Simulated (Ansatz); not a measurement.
Start from `F[SiH](S)S` and change one atom or group to get `B[SiH](F)S`.

Ansatz, PBE0-D4/def2-TZVP geometries, multiplicity 1. Each molecule was computed in one conformer, which needn't be the lowest.

```tsv
property	`F[SiH](S)S`
size of the dipole moment (PBE/def2-TZVPP) / D	1.23
HOMO energy (ωB97M-V/def2-TZVPP) / eV	-10.11
HOMO energy (PBE/def2-TZVPP) / eV	-6.67
HOMO energy (PBE0/def2-TZVPP) / eV	-7.93
HOMO energy (B3LYP/def2-TZVPP) / eV	-7.66
LUMO energy (B3LYP/def2-TZVPP) / eV	-0.49
```

Question: What does the change do to each property? (Best estimate.)

Answer: Ansatz gave: 
```csv
property,`B[SiH](F)S`,shift
size of the dipole moment (PBE/def2-TZVPP) / D,1.06,-0.17
HOMO energy (ωB97M-V/def2-TZVPP) / eV,-9.56,0.55
HOMO energy (PBE/def2-TZVPP) / eV,-6.38,0.29
HOMO energy (PBE0/def2-TZVPP) / eV,-7.49,0.44
HOMO energy (B3LYP/def2-TZVPP) / eV,-7.30,0.36
LUMO energy (B3LYP/def2-TZVPP) / eV,-0.87,-0.38
```

With PBE0 the HOMO rises by 0.44 eV and the LUMO falls by 0.42 eV, so the gap narrows by about 0.86 eV. PBE moves the HOMO by 0.29 eV and ωB97M-V by 0.55 eV. The zero-point energy changes by 30.7 kJ/mol with +3 modes. Dipoles are sizes alone; their direction can turn.

B3LYP here is the variant with VWN-RPA as its local correlation; programs differ in this.
